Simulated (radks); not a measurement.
Results of a calculation; reference values are marked as such.
Polarisability of the germanium ion Ge+, [Ar] 3d10 4s2 4p1, at imaginary frequency. Level of theory: scalar-relativistic Kohn-Sham, LDA (Slater exchange, Perdew-Wang correlation), spin-polarised, spherical densities, finite nucleus; open shells are filled with parallel spins first; Fermi nuclear charge, rms radius 4.0742 fm (a radial shooting solver on a logarithmic mesh with Libxc functionals). Response by self-consistent Sternheimer equations with the Hartree and adiabatic LDA kernel, the relativistic mass of each level held fixed and spin-orbit coupling left out.

w (hartree)  alpha1(iw) (bohr^3)
0.00266                    18.19
0.0143                     18.16
0.0360                     18.03
0.0697                     17.59
0.118                      16.58
0.186                      14.74
0.280                      12.04
0.413                      8.887
0.605                      5.934
0.892                      3.654
1.35                       2.122
2.12                       1.171
3.59                      0.5920
6.94                      0.2415
17.5                     0.05734

Static values: alpha1 = 18.19 bohr^3 (2.696 angstrom^3; uncoupled 28.68). C6 = 103.8, triple-dipole C9 = 1350 atomic units. One-pole (London) frequency 4 C6 / (3 alpha1^2) = 0.418 hartree, against 0.434 for minus the highest occupied eigenvalue.
